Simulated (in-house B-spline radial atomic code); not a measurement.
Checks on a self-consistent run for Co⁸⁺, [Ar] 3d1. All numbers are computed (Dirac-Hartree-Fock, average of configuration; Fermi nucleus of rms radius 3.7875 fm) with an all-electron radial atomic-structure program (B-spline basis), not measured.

```json
{"orbital": "1s1/2", "q": "2", "ε (Eh)": "-292.75826", "<1/r>": "27.0337", "<r²>": "0.00424415", "small-component weight": "0.0094513"}
{"orbital": "2s1/2", "q": "2", "ε (Eh)": "-42.48782", "<1/r>": "5.88126", "<r²>": "0.0757353", "small-component weight": "0.0017796"}
{"orbital": "2p1/2", "q": "2", "ε (Eh)": "-37.60565", "<1/r>": "5.79914", "<r²>": "0.0603097", "small-component weight": "0.0017436"}
{"orbital": "2p3/2", "q": "4", "ε (Eh)": "-37.05299", "<1/r>": "5.69045", "<r²>": "0.061825", "small-component weight": "0.0017188"}
{"orbital": "3s1/2", "q": "2", "ε (Eh)": "-10.76423", "<1/r>": "1.9774", "<r²>": "0.586193", "small-component weight": "0.00044625"}
{"orbital": "3p1/2", "q": "2", "ε (Eh)": "-9.09746", "<1/r>": "1.87692", "<r²>": "0.612216", "small-component weight": "0.00041117"}
{"orbital": "3p3/2", "q": "4", "ε (Eh)": "-9.00910", "<1/r>": "1.85437", "<r²>": "0.622459", "small-component weight": "0.00040632"}
{"orbital": "3d3/2", "q": "0.4", "ε (Eh)": "-6.84647", "<1/r>": "1.69331", "<r²>": "0.613625", "small-component weight": "0.00034612"}
{"orbital": "3d5/2", "q": "0.6", "ε (Eh)": "-6.83452", "<1/r>": "1.68835", "<r²>": "0.616382", "small-component weight": "0.00034497"}
```

Electron-electron repulsion V_ee = 394.7254 hartree.

Question: What total energy follows from the eigenvalues?

Answer: The eigenvalues count the repulsion twice, so E = Σqε - V_ee = -976.514 - 394.725 = -1371.240 hartree; the run printed -1371.240.

Question: Does the Dirac virial theorem hold?

Answer: For a point nucleus E = -2c²Σq·w, with w the small-component weight. Here Σq·w = 0.03651 and c = 137.0360, so the ratio E/(-2c²Σq·w) is 1.000007; the finite nucleus accounts for the departure from 1.

Question: What diamagnetic shielding (Lamb formula) and susceptibility (Langevin formula) do the radii give?

Answer: σ = (α²/3)Σq<1/r> = 117.007/(3·137.036²) = 2076.9 ppm, and χ = -0.79199×10⁻⁶·Σq<r²> = -4.776×10⁻⁶ cm³/mol with Σq<r²> = 6.0298 bohr². Both are non-relativistic formulas without the paramagnetism of open shells.
